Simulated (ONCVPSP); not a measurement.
Configuration tests for W (ONCV)

tungsten (W), optimised norm-conserving Vanderbilt (ONCV), made with ONCVPSP 4.0.1 (PBE, non-relativistic). Core [Kr] 4d10 4f14, reference 5s2 5p6 5d4 6s1 (charge +1). Waves: 5s+6s: rc 1.90 bohr, ncon 4, nbas 9, qcut 7 1/bohr, 2 projectors; 5p: rc 1.30 bohr, ncon 4, nbas 8, qcut 6.8 1/bohr, 3 projectors, debl 2 Ha; 5d: rc 2.45 bohr, ncon 4, nbas 9, qcut 5.8 1/bohr, 2 projectors, debl 3.3 Ha. Local part: polynomial inside 0.95 bohr (lpopt 5, dvloc0 -1 Ha). Core correction: Teter function, fcfact 1.5, rcfact 1.65.

Energies are relative to the spin-unpolarised reference configuration 5s2 5p6 5d4 6s1; without spin polarisation the order of configurations can differ from experiment.

```json
{"valence configuration": "5s2 5p6 5d4 6s2", "charge": "0", "ΔE all-electron (eV)": "-7.658", "error AE − PS (meV)": "-0.4"}
{"valence configuration": "5s2 5p6 5d4 6s0", "charge": "+2", "ΔE all-electron (eV)": "13.893", "error AE − PS (meV)": "-1.1"}
{"valence configuration": "5s2 5p6 5d3 6s0", "charge": "+3", "ΔE all-electron (eV)": "40.042", "error AE − PS (meV)": "-4.6"}
```

**Question.** What are ΔE and the potential's error for 5s2 5p6 5d4 6s0 6p1?

**Answer.** ΔE = 4.065 eV all-electron; the error (AE − PS) is -0.9 meV.

Note: ghosts flagged at negative energy: s at -162.5 eV; GHOST(+) flagged for d at 75.5 eV, p at 267.2 eV. A true bound ghost makes a file unfit for plane-wave use.
